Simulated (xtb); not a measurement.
Fe, charge +1, doublet (GFN-xTB shapes and energies of metal compounds can be far from the true ones) (a state made from the parent by changing its charge; the spin is typed, not shown lowest); xtb with GFN1-xTB.

The xtb input:
```
$ xtb mol.xyz --gfn 1 --chrg 1 --uhf 1 --json

# file mol.xyz
1

Fe     0.00000000     0.00000000     0.00000000
```

The log (banner, timings and long lists left out):

```
   ID    Z sym.   atoms
    1   26 Fe     1

           -------------------------------------------------
          |                Calculation Setup                |
           -------------------------------------------------

           -------------------------------------------------
          |                 G F N 1 - x T B                 |
           -------------------------------------------------

          ...................................................
          :                      SETUP                      :
          :.................................................:
          :  # basis functions                  10          :
          :  # atomic orbitals                   9          :
          :  # shells                            3          :
          :  # electrons                         7          :
          :  # halogen bonds                     0          :
          :  max. iterations                   250          :
          :  Hamiltonian                  GFN1-xTB          :
          :  restarted?                      false          :
          :  GBSA solvation                  false          :
          :  PC potential                    false          :
          :  electronic temp.          300.0000000     K    :
          :  accuracy                    1.0000000          :
          :  -> integral cutoff          0.2500000E+02      :
          :  -> integral neglect         0.1000000E-07      :
          :  -> SCF convergence          0.1000000E-05 Eh   :
          :  -> wf. convergence          0.2000000E-04 e    :
          :  Broyden damping             0.4000000          :
          :  net charge                          1          :
          :  unpaired electrons                  1          :
          ...................................................

 iter      E             dE          RMSdq      gap      omega  full diag
   1     -2.0768800 -0.207688E+01  0.247E+01    0.00       0.0  T
   2     -2.0768800  0.000000E+00  0.198E+01    0.00       0.0  T
   3     -2.0768800  0.000000E+00  0.152E+01    0.00       0.0  T
   4     -2.0768800  0.000000E+00  0.122E+01    0.00       0.0  T
   5     -2.0768800  0.000000E+00  0.976E+00    0.00       0.0  T
   6     -2.0768800  0.000000E+00  0.781E+00    0.00       0.0  T
   7     -2.0768800  0.000000E+00  0.624E+00    0.00       0.0  T
   8     -2.0768800  0.000000E+00  0.500E+00    0.00       0.0  T
   9     -2.0768800  0.000000E+00  0.400E+00    0.00       0.0  T
  10     -2.0768800  0.000000E+00  0.320E+00    0.00       0.0  T
  11     -2.0768800  0.000000E+00  0.256E+00    0.00       0.0  T
  12     -2.0768800  0.000000E+00  0.205E+00    0.00       0.0  T
  13     -2.0768800  0.000000E+00  0.164E+00    0.00       0.0  T
  14     -2.0768800  0.000000E+00  0.131E+00    0.00       0.0  T
  15     -2.0768800  0.000000E+00  0.105E+00    0.00       0.0  T
  16     -2.0768800  0.000000E+00  0.838E-01    0.00       0.0  T
  17     -2.0768800  0.000000E+00  0.670E-01    0.00       0.0  T
  18     -2.0768800  0.000000E+00  0.536E-01    0.00       0.0  T
  19     -2.0768800  0.000000E+00  0.429E-01    0.00       0.0  T
  20     -2.0768800  0.000000E+00  0.343E-01    0.00       0.0  T
  21     -2.0768800  0.000000E+00  0.275E-01    0.00       0.0  T
  22     -2.0768800  0.000000E+00  0.220E-01    0.00       0.0  T
  23     -2.0768800  0.000000E+00  0.176E-01    0.00       0.0  T
  24     -2.0768800  0.000000E+00  0.141E-01    0.00       0.0  T
  25     -2.0768800  0.000000E+00  0.112E-01    0.00       0.0  T
  26     -2.0768800  0.000000E+00  0.900E-02    0.00       0.0  T
  27     -2.0768800  0.000000E+00  0.720E-02    0.00       0.0  T
  28     -2.0768800  0.000000E+00  0.576E-02    0.00       0.0  T
  29     -2.0768800  0.000000E+00  0.461E-02    0.00       0.0  T
  30     -2.0768800  0.000000E+00  0.369E-02    0.00       0.0  T
  31     -2.0768800  0.000000E+00  0.295E-02    0.00       0.0  T
  32     -2.0768800  0.000000E+00  0.236E-02    0.00       0.0  T
  33     -2.0768800  0.000000E+00  0.189E-02    0.00       0.0  T
  34     -2.0768800  0.000000E+00  0.151E-02    0.00       0.0  T
  35     -2.0768800  0.000000E+00  0.121E-02    0.00       0.0  T
  36     -2.0768800  0.000000E+00  0.966E-03    0.00       0.0  T
  37     -2.0768800  0.000000E+00  0.773E-03    0.00       0.0  T
  38     -2.0768800  0.000000E+00  0.618E-03    0.00       0.0  T
  39     -2.0768800  0.000000E+00  0.495E-03    0.00       0.0  T
  40     -2.0768800  0.000000E+00  0.396E-03    0.00       0.0  T
  41     -2.0768800  0.000000E+00  0.317E-03    0.00       0.0  T
  42     -2.0768800  0.000000E+00  0.253E-03    0.00       0.0  T
  43     -2.0768800  0.000000E+00  0.203E-03    0.00       0.0  T
  44     -2.0768800  0.000000E+00  0.162E-03    0.00       0.0  T
  45     -2.0768800  0.000000E+00  0.130E-03    0.00       0.0  T
  46     -2.0768800  0.000000E+00  0.104E-03    0.00       0.0  T
  47     -2.0768800  0.000000E+00  0.830E-04    0.00       0.0  T
  48     -2.0768800  0.000000E+00  0.664E-04    0.00       0.0  T
  49     -2.0768800  0.000000E+00  0.531E-04    0.00       0.0  T
  50     -2.0768800  0.000000E+00  0.425E-04    0.00       0.0  T
  51     -2.0768800  0.000000E+00  0.340E-04    0.00       0.0  T
  52     -2.0768800  0.000000E+00  0.272E-04    0.00       0.0  T
  53     -2.0768800  0.000000E+00  0.218E-04    0.00       0.0  T
  54     -2.0768800  0.000000E+00  0.174E-04    0.00       0.0  T
  55     -2.0768800  0.000000E+00  0.139E-04    0.00       0.0  T

   *** convergence criteria satisfied after 55 iterations ***

         :::::::::::::::::::::::::::::::::::::::::::::::::::::
         ::                     SUMMARY                     ::
         :::::::::::::::::::::::::::::::::::::::::::::::::::::
         :: total energy              -2.076880036360 Eh    ::
         :: gradient norm              0.000000000000 Eh/a0 ::
         :: HOMO-LUMO gap              0.000000000000 eV    ::
         ::.................................................::
         :: SCC energy                -2.076880036360 Eh    ::
         :: -> electrostatic           0.425261557233 Eh    ::
         :: repulsion energy           0.000000000000 Eh    ::
         :: dispersion energy          0.000000000000 Eh    ::
         :: halogen bond corr.         0.000000000000 Eh    ::
         :: add. restraining           0.000000000000 Eh    ::
         :: total charge               1.000000000165 e     ::
         :::::::::::::::::::::::::::::::::::::::::::::::::::::

           -------------------------------------------------
          |                Property Printout                |
           -------------------------------------------------

    * Orbital Energies and Occupations

         #    Occupation            Energy/Eh            Energy/eV
      -------------------------------------------------------------
         1        1.4000           -1.3022078             -35.4349
         2        1.4000           -1.3022078             -35.4349
         3        1.4000           -1.3022078             -35.4349
         4        1.4000           -1.3022078             -35.4349 (HOMO)
         5        1.4000           -1.3022078             -35.4349 (LUMO)
         6                         -1.1495747             -31.2815
         7                         -0.9846131             -26.7927
         8                         -0.9846131             -26.7927
         9                         -0.9846131             -26.7927
      -------------------------------------------------------------
                  HL-Gap            0.0000000 Eh            0.0000 eV
             Fermi-level           -1.3013567 Eh          -35.4117 eV

  Mulliken/CM5 charges         n(s)   n(p)   n(d)
     1Fe    1.00000  1.00000   0.000  0.000  7.000

Wiberg/Mayer (AO) data.
largest (>0.10) Wiberg bond orders for each atom

 ---------------------------------------------------------------------------
     #   Z sym  total        # sym  WBO       # sym  WBO       # sym  WBO
 ---------------------------------------------------------------------------
     1  26 Fe   0.000
 ---------------------------------------------------------------------------

 dipole moment from electron density (au)
     X       Y       Z
   0.0000   0.0000   0.0000  total (Debye):    0.000

           -------------------------------------------------
          | TOTAL ENERGY               -2.076880036360 Eh   |
          | GRADIENT NORM               0.000000000000 Eh/α |
          | HOMO-LUMO GAP               0.000000000000 eV   |
           -------------------------------------------------

normal termination of xtb
```
